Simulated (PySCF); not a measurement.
Correlation energy of Er (erbium, neutral)

[Xe] 4f12 6s2, one real determinant. All numbers are calculated (PySCF 2.14, scalar relativity by spin-free X2C-1e, in ANO-RCC-VTZP). Frozen: [Kr] 4d10; 22 electrons correlated.

MP2 pair energies summed by pair of shells (mhartree):

| pair | energy | share (%) |
| --- | --- | --- |
| 4f-4f | -573.32 | 49.0 |
| 4f-5p | -298.28 | 25.5 |
| 5p-5p | -127.75 | 10.9 |
| 4f-5s | -66.83 | 5.7 |
| 5s-5p | -33.10 | 2.8 |
| 5p-6s | -28.76 | 2.5 |
| 4f-6s | -19.27 | 1.6 |
| 6s-6s | -16.19 | 1.4 |
| 5s-5s | -6.37 | 0.5 |
| 5s-6s | -1.34 | 0.1 |

Total MP2 correlation energy: -1171.2 mhartree.

Same-spin part -445.30 and opposite-spin part -725.91 mhartree; SCS-MP2 scales them by 1/3 and 6/5 to -1019.5 mhartree.

The reference is one real determinant that mixes LS terms of this configuration.
